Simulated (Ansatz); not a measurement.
A relaxation, step by step

SiH$_{3}$BrF$_{2}$, singlet, PBE0-D4/def2-TZVP (Ansatz 0.2.0). Settings:

```yaml
hamiltonian: {xc: pbe0, dispersion: d4}
relax: {f_tol: 0.005, max_steps: 200}
```

Start, a step off a saddle point along its unstable mode:

```json
{"atom": "Si1", "x (Å)": "-0.4188", "y (Å)": "-0.0003", "z (Å)": "0.2884"}
{"atom": "Br2", "x (Å)": "0.7327", "y (Å)": "-1.9811", "z (Å)": "-0.5121"}
{"atom": "F3", "x (Å)": "-1.6353", "y (Å)": "-0.1198", "z (Å)": "-0.7025"}
{"atom": "F4", "x (Å)": "-0.5124", "y (Å)": "1.6100", "z (Å)": "0.5531"}
{"atom": "H5", "x (Å)": "-0.3047", "y (Å)": "-0.4383", "z (Å)": "1.6638"}
{"atom": "H6", "x (Å)": "1.0945", "y (Å)": "0.1521", "z (Å)": "-0.6722"}
{"atom": "H7", "x (Å)": "1.0439", "y (Å)": "0.7774", "z (Å)": "-0.6184"}
```

```
               step  energy less the last (meV)  largest force component (eV/Å)
                  1                      2287.1                           7.699
                  3                      1256.0                           1.193
                  5                       562.5                           1.391
                  7                       163.0                           1.734
                  9                        30.0                           0.152
                 11                         9.6                           0.116
                 13                         6.3                           0.055
                 15                         5.8                           0.017
                 17                         5.2                           0.069
                 19                         4.0                           0.119
                 21                         2.8                           0.157
                 23                         1.6                           0.042
                 25                         1.0                           0.058
                 27                         0.7                           0.069
                 29                         0.3                           0.078
                 31                         0.1                           0.002
                 33                         0.1                           0.002
35 (rejected trial)                         0.1                           0.091
37 (rejected trial)                         0.1                           0.072
                 39                         0.0                           0.002
```

Step 11, positions (Å) and forces (eV/Å):

```tsv
atom	x	y	z	Fx	Fy	Fz
Si1	-0.834	-0.391	0.682	0.003	0.024	-0.116
Br2	0.584	-1.894	-0.026	0.015	0.029	0.010
F3	-1.978	-0.229	-0.395	0.029	0.015	0.032
F4	-0.116	1.006	0.831	0.000	-0.059	-0.016
H5	-1.413	-0.780	1.965	-0.056	-0.020	0.105
H6	1.977	0.783	-1.556	-0.023	0.111	-0.003
H7	1.780	1.504	-1.501	0.033	-0.101	-0.011
```

Step 15, positions (Å) and forces (eV/Å):

```csv
atom,x,y,z,Fx,Fy,Fz
Si1,-0.854,-0.418,0.726,-0.010,0.003,0.008
Br2,0.576,-1.934,0.075,0.004,-0.001,0.004
F3,-1.911,-0.184,-0.421,0.012,0.009,0.012
F4,-0.094,0.944,0.966,-0.012,-0.012,-0.008
H5,-1.543,-0.820,1.958,0.009,0.003,-0.017
H6,2.024,0.852,-1.695,-0.003,0.004,-0.002
H7,1.803,1.560,-1.609,0.000,-0.005,0.002
```

Step 19, positions (Å) and forces (eV/Å):

```tsv
atom	x	y	z	Fx	Fy	Fz
Si1	-0.801	-0.401	0.720	-0.031	-0.011	0.023
Br2	0.635	-1.948	0.159	-0.006	-0.001	0.010
F3	-1.728	-0.086	-0.517	0.007	-0.001	0.013
F4	-0.021	0.922	1.082	-0.007	-0.007	0.005
H5	-1.626	-0.817	1.863	0.040	0.018	-0.050
H6	1.873	0.826	-1.777	-0.038	0.119	0.040
H7	1.669	1.504	-1.530	0.034	-0.119	-0.040
```

Last step (39):

```
7
angstrom
Si -0.7163 -0.3935 0.7000
Br 0.6627 -2.0483 0.3481
F -1.4307 -0.0172 -0.6553
F 0.1004 0.8693 1.1784
H -1.7239 -0.7364 1.7084
H 1.4927 0.9456 -1.9367
H 1.6149 1.3805 -1.3428
```

The run took about 110 s on 4 CPU threads of an Arm Neoverse V1 (shared host).
